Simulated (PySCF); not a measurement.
## Stretching GaSb

Set-up: basis Ga cc-pVDZ-PP with ECP10, Sb cc-pVDZ-PP with ECP28; scalar-relativistic core potentials; PySCF 2.14. Energies in eV from Ga + Sb in their ground configurations at the same level. State: ³Σ⁻ (triplet), unpaired electrons π ↑↑.

All columns are UHF. A positive dipole means Ga(−)Sb(+).

```tsv
R (Å)	E (eV)	μ (D)	Mulliken charge on Ga (basis-dependent)	HOMO (eV)	LUMO (eV)	Mayer bond order	⟨S²⟩
2.404	0.041	0.12	0.08	-6.81	-0.34	1.19	2.01
2.515	-0.319	-0.45	0.13	-6.81	-0.19	1.14	2.02
2.627	-0.523	-1.02	0.17	-6.78	-0.07	1.10	2.02
2.711	-0.602	-1.43	0.20	-6.74	0.00	1.07	2.02
2.795	-0.634	-1.83	0.22	-6.68	0.07	1.03	2.03
2.879	-0.631	-2.21	0.24	-6.60	0.11	1.00	2.03
2.991	-0.587	-2.66	0.25	-6.48	0.16	0.96	2.05
3.130	-0.495	-3.05	0.25	-6.31	0.19	0.87	2.11
3.298	-0.372	-3.06	0.23	-6.14	0.23	0.71	2.27
3.522	-0.242	-2.55	0.16	-6.01	0.31	0.47	2.50
```

A fit through these points gives, at Re = 2.827 Å, μ = -1.98 D and dμ/dR = -4.55 D/Å; the reduced mass is 43.9 u.

Task: How strong is the fundamental in the double-harmonic approximation, I = 42.26·(dμ/dR)²/μred km/mol?

Result: I = 42.26·(-4.55)²/43.9 = 19.9 km/mol at UHF.

⟨S²⟩ of the unrestricted solution departs from its pure value on part of the curve, where spin states mix. These are scalar-relativistic numbers at best; spin–orbit coupling would shift them, the dissociation energy most. Hartree–Fock leaves out correlation, which carries a large part of most bond energies and some tenths to 1 eV of ionisation energies. The state is the lowest determinant that a PBE0 search found; another state may lie lower at other levels.
